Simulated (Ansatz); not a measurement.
Reaction (atomization): `Cl[SiH2]O[SiH2]Cl` → 2 Cl• + 4 H• + O• + 2 Si•

Calculated with Ansatz (gas phase, PBE0-D4/def2-TZVP geometries, no zero-point term in ΔE). CCSD(T)/CBS adds triple-zeta CCSD(T) − MP2 to the extrapolated MP2 energy (def2 sets, frozen cores). This one scheme is used for every species, atoms too. Functionals use def2-TZVPP. B3LYP here is the variant with VWN-RPA as its local correlation; programs differ in this. HSE06 is defined as in plane-wave codes. Open shells (•) are unrestricted, without spin–orbit coupling. Spin–orbit coupling would lower the free atoms: a little for Cl, O, Si. Each species was taken in one conformer, which may not be the lowest.

`Cl[SiH2]O[SiH2]Cl`:

Cartesian coordinates in Å:
```
Cl -0.642 2.448 -0.711
Si 0.046 0.651 -1.414
O 0.562 -0.267 -0.171
Si 0.209 -0.772 1.336
Cl -1.767 -1.304 1.446
H -1.070 -0.015 -2.115
H 1.199 0.910 -2.297
H 1.026 -1.967 1.619
H 0.437 0.316 2.308
```

```csv
level,ΔE (kJ/mol),difference from CCSD(T)/CBS
PBE-D4,3056.1,-34.9
revPBE-D4,2991.6,-99.4
BLYP-D4,3021.1,-69.9
r2SCAN-D4,3081.5,-9.5
B97M-V,3096.6,5.6
PBE0-D4,3032.1,-58.9
B3LYP-D4,3046.0,-45.0
r2SCANh-D4,3064.7,-26.3
r2SCAN0-D4,3040.9,-50.1
HSE06-D4,3033.7,-57.3
BHLYP-D4,2999.9,-91.1
CAM-B3LYP-D4,3068.7,-22.3
ωB97X-V,3096.8,5.8
ωB97M-V,3089.5,-1.5
B2PLYP,3023.8,-67.2
PBE,3029.3,-61.7
revPBE,2921.7,-169.3
BLYP,2964.0,-127.0
r2SCAN,3075.0,-16.0
PBE0,3009.0,-82.0
B3LYP,3002.4,-88.6
r2SCANh,3057.6,-33.4
HSE06,3011.9,-79.1
CAM-B3LYP,3044.7,-46.3
LC-ωPBE,3025.3,-65.7
HF/def2-SVP,2261.0,-830.0
MP2/def2-SVP,2858.6,-232.4
CCSD/def2-SVP,2782.1,-308.9
CCSD(T)/def2-SVP,2807.8,-283.2
HF/def2-TZVPP,2328.0,-763.0
MP2/def2-TZVPP,3057.6,-33.4
SCS-MP2/def2-TZVPP,3041.0,-50.0
CCSD/def2-TZVPP,2949.7,-141.3
CCSD(T)/def2-TZVPP,2990.6,-100.4
HF/def2-QZVPP,2337.4,-753.6
MP2/def2-QZVPP,3118.6,27.6
SCS-MP2/def2-QZVPP,3107.3,16.3
HF/CBS(def2),2338.8,-752.2
MP2/CBS(def2),3158.1,67.1
CCSD/CBS(def2),3050.2,-40.8
CCSD(T)/CBS,3091.0,0
```

Largest T1 diagnostic among the species: 0.012.

Leaving LDA and LC-ωPBE aside and taking each functional with its dispersion term where it has one, the values spread over 105.2 kJ/mol, from revPBE-D4 to ωB97X-V. LDA lies +402.4 kJ/mol from PBE without D4, its usual overbinding. From r2SCAN to r2SCAN0 (25 % exact exchange), in def2-TZVPP and without D4, ΔE moves by −42.0 kJ/mol: exact exchange takes away binding that semilocal exchange gives to molecules. In def2-TZVPP, CCSD(T) changes the Hartree–Fock value by +662.6 kJ/mol (the triples alone add +40.8 kJ/mol) and MP2 by +729.7 kJ/mol; breaking electron pairs costs correlation energy, which Hartree–Fock lacks.

For atomizations the MP2-based limit and the directly extrapolated one differ by several kJ/mol either way, and by 10 to 25 for some Ge, Se and Sn compounds, so smaller differences from it don't rank the levels.
